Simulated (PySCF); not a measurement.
**Excitation energy of Te⁺ by level of theory**

Te⁺ [Kr] 4d10 5s2 5p3 (4S) → Te⁺ [Kr] 4d10 5s1 5p4 (4P), as a difference of total energies. Computed with PySCF 2.14 in x2c-QZVPPall, with scalar relativity by spin-free X2C-1e. Correlated levels: valence: [Kr] 4d10 frozen; valence and next inner shell: [Ar] 3d10 frozen. The calculations carry no spin-orbit coupling.

| method | excitation energy (cm⁻¹) |
| --- | --- |
| UHF | 74828 |
| LDA | 79252 |
| PBE | 78022 |
| PBE0 | 77636 |
| r2SCAN | 75948 |
| B2PLYP | 76748 |
| TPSSh | 77066 |
| r2SCANh | 76039 |
| ROHF | 75565 |
| MP2 (valence) | 74605 |
| SCS-MP2 (valence) | 74559 |
| MP2 (valence and next inner shell) | 78314 |
| SCS-MP2 (valence and next inner shell) | 77521 |

A first-order spin-orbit estimate (lowest level to lowest level, LS coupling) adds -0.288 eV.
